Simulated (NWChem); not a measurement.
System: MgSi$_{2}$H$_{6}$; SMILES [SiH3][Mg][SiH3]

Results from NWChem. Pople sets run with spherical d functions. All runs use the structure optimised with PBE-D3(BJ)/def2-SVP. Ions are spin-unrestricted doublets at the neutral geometry; other ion states weren't tried. Functional: LC-ωPBE (HJS hole) with 6-31G*; rows give the range parameter ω in 1/bohr.

Question: At which range parameter does −ε(HOMO) equal the ΔSCF ionisation energy (optimal tuning)?

Answer: about 0.29 per bohr, by linear interpolation in these runs:
```json
[
 {"range parameter (1/bohr)": "0.10", "vertical ionisation energy, ΔSCF (eV)": "8.18", "−ε(HOMO) (eV)": "6.98", "ΔSCF minus −ε(HOMO) (eV)": "1.20"},
 {"range parameter (1/bohr)": "0.15", "vertical ionisation energy, ΔSCF (eV)": "8.27", "−ε(HOMO) (eV)": "7.52", "ΔSCF minus −ε(HOMO) (eV)": "0.75"},
 {"range parameter (1/bohr)": "0.20", "vertical ionisation energy, ΔSCF (eV)": "8.36", "−ε(HOMO) (eV)": "7.96", "ΔSCF minus −ε(HOMO) (eV)": "0.40"},
 {"range parameter (1/bohr)": "0.30", "vertical ionisation energy, ΔSCF (eV)": "8.53", "−ε(HOMO) (eV)": "8.58", "ΔSCF minus −ε(HOMO) (eV)": "-0.05"},
 {"range parameter (1/bohr)": "0.60", "vertical ionisation energy, ΔSCF (eV)": "8.78", "−ε(HOMO) (eV)": "9.37", "ΔSCF minus −ε(HOMO) (eV)": "-0.59"}
]
```
